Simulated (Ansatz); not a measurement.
Geometry optimisation, Ansatz, RKS B3LYP-D4/def2-SVP.

input.yaml

```yaml
crystal:
  periodic: [false, false, false]
  atoms:
    - { symbol: Al, position_ang: [0.230383, 2.056671, 1.079484] }
    - { symbol: O, position_ang: [0.387891, -0.918113, 0.042561] }
    - { symbol: C, position_ang: [-0.33415, -1.669472, -0.909897] }
    - { symbol: Cl, position_ang: [-1.695932, 2.833306, 0.774377] }
    - { symbol: Cl, position_ang: [1.009186, 2.004699, 3.027423] }
    - { symbol: H, position_ang: [0.941428, -0.261421, -0.409344] }
    - { symbol: H, position_ang: [1.086566, 1.639996, -0.127293] }
    - { symbol: H, position_ang: [-1.025472, -1.049991, -1.51227] }
    - { symbol: H, position_ang: [0.332884, -2.220851, -1.6028] }
    - { symbol: H, position_ang: [-0.932885, -2.414823, -0.362241] }
basis:
  gaussian: { orbitals: def2-SVP }
hamiltonian:
  xc: b3lyp
  dispersion: d4
relax:
  f_tol: 0.03
  max_steps: 50
```

Run as:

```bash
$ ansatz run input.yaml --threads 2 --pin off --max-ram 3072MiB --backend cpu --events-out ev --progress --plain --runs-dir out
```

Where does it end, and by what steps?

It converged. After 18 steps the energy has fallen by 1.163 eV; Cl5 moved furthest, 1.74 Å. Joined: Al1–O2 (3.15 → 1.96 Å).

```
step  energy less start (eV)  largest force component (eV/Å)  accepted
   0                  0.0000                           0.369       yes
   1                 -0.1598                           0.526       yes
   2                 -0.3747                           0.735       yes
   3                 -0.6124                           0.804       yes
   4                 -0.7982                           0.872       yes
   5                 -0.9152                           0.905       yes
   6                 -1.0112                           0.332       yes
   7                 -1.0641                           0.200       yes
   8                 -1.0865                           0.251       yes
   9                 -1.1030                           0.202       yes
  10                 -1.1070                           0.513       yes
  11                 -1.1382                           0.080       yes
  12                 -1.1410                           0.305       yes
  13                 -1.1519                           0.177       yes
  14                 -1.1588                           0.097       yes
  15                 -1.1604                           0.154       yes
  16                 -1.1625                           0.038       yes
  17                 -1.1625                           0.056        no
  18                 -1.1627                           0.020       yes
```

```xyz
10
Properties=species:S:1:pos:R:3
Al 0.305 1.416 0.656
O 0.596 -0.198 -0.419
C -0.340 -1.301 -0.424
Cl -1.592 2.029 -0.127
Cl 0.193 0.533 2.597
H 0.951 -0.024 -1.304
H 1.574 2.245 0.230
H -1.259 -1.016 -0.955
H 0.136 -2.178 -0.884
H -0.564 -1.506 0.630
```

Time of the run: 39 s on 2 threads of AMD EPYC 9R14 (Zen 4) (shared host), peak memory 0.26 GiB.
